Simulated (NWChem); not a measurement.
MgNH$_{3}$; SMILES [MgH][NH2]

Computed with NWChem. All runs use the structure optimised with PBE0-D3(BJ)/def2-TZVP. Level SCAN/def2-SVP: energy and gradient on several grids; changes count from the extra-fine grid, which is no exact limit either.

```csv
grid,size of the energy change (μHa),largest change of a gradient component (μHa/bohr)
xcoarse,10000,3000
coarse,6000,1000
medium,2000,500
fine,900,600
xfine,< 10,< 30
```
